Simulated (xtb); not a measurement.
Si(Me)(OH)(NH2)2 (CH₈N₂OSi), SMILES C[Si](N)(N)O. All values are semi-empirical tight-binding results from xtb (GFN2-xTB unless named), good for trends rather than for accurate numbers. Geometry: GFN2-xTB. One conformer was computed; it need not be the lowest.

```yaml
orbital_gap: 7.54 eV
dipole_moment: 1.23 D
zero_point_energy: 63.9 kcal/mol
G − E(el) at 298.15 K (modified RRHO): 43.7 kcal/mol
static polarisability (D4 model): 68.9 bohr³
solvation energy, GFN2-xTB/ALPB(water): -8.0 kcal/mol
solvation energy, GFN2-xTB/ALPB(acetone): -9.2 kcal/mol
```
